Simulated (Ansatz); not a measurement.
Calculated with Ansatz (gas phase, PBE0-D4/def2-TZVP geometries, no zero-point term in ΔE). CBS: MP2 limit from def2 TZ/QZ plus the TZ coupled-cluster correction, frozen cores. This one scheme is used for every species. Functionals use def2-TZVPP. B3LYP here is the variant with VWN-RPA as its local correlation; programs differ in this. One conformer a species, not always the lowest.

`CO[SiH](N)O` + `N[SiH2]S` → `N[SiH2]S[SiH](N)O` + CH₃OH  (ligand exchange at the Si–O bond)

```json
{"level": "r2SCAN-D4", "ΔE (kJ/mol)": "20.6", "difference from CCSD(T)/CBS": "-4.5"}
{"level": "B3LYP-D4", "ΔE (kJ/mol)": "24.3", "difference from CCSD(T)/CBS": "-0.8"}
{"level": "ωB97X-V", "ΔE (kJ/mol)": "26.9", "difference from CCSD(T)/CBS": "1.8"}
{"level": "ωB97M-V", "ΔE (kJ/mol)": "26.0", "difference from CCSD(T)/CBS": "0.9"}
{"level": "PBE", "ΔE (kJ/mol)": "13.6", "difference from CCSD(T)/CBS": "-11.5"}
{"level": "PBE0", "ΔE (kJ/mol)": "18.5", "difference from CCSD(T)/CBS": "-6.6"}
{"level": "B3LYP", "ΔE (kJ/mol)": "36.2", "difference from CCSD(T)/CBS": "11.1"}
{"level": "HF/def2-TZVPP", "ΔE (kJ/mol)": "58.7", "difference from CCSD(T)/CBS": "33.6"}
{"level": "MP2/def2-TZVPP", "ΔE (kJ/mol)": "22.4", "difference from CCSD(T)/CBS": "-2.7"}
{"level": "SCS-MP2/def2-TZVPP", "ΔE (kJ/mol)": "31.4", "difference from CCSD(T)/CBS": "6.3"}
{"level": "CCSD/def2-TZVPP", "ΔE (kJ/mol)": "34.5", "difference from CCSD(T)/CBS": "9.4"}
{"level": "CCSD(T)/def2-TZVPP", "ΔE (kJ/mol)": "27.9", "difference from CCSD(T)/CBS": "2.8"}
{"level": "HF/def2-QZVPP", "ΔE (kJ/mol)": "60.7", "difference from CCSD(T)/CBS": "35.6"}
{"level": "MP2/def2-QZVPP", "ΔE (kJ/mol)": "21.5", "difference from CCSD(T)/CBS": "-3.6"}
{"level": "SCS-MP2/def2-QZVPP", "ΔE (kJ/mol)": "30.5", "difference from CCSD(T)/CBS": "5.4"}
{"level": "HF/CBS(def2)", "ΔE (kJ/mol)": "61.0", "difference from CCSD(T)/CBS": "35.9"}
{"level": "CCSD(T)/CBS", "ΔE (kJ/mol)": "25.1", "difference from CCSD(T)/CBS": "0"}
```

Largest T1 diagnostic among the species: 0.012.

The D4 term adds −11.9 kJ/mol with B3LYP and −6.6 kJ/mol with PBE0; it sums over pairs of atoms, weighted by their polarisabilities, and B3LYP, whose exchange is more repulsive, gets the larger term. In def2-TZVPP, CCSD(T) changes the Hartree–Fock value by −30.8 kJ/mol (the triples alone add −6.6 kJ/mol) and MP2 by −36.3 kJ/mol.
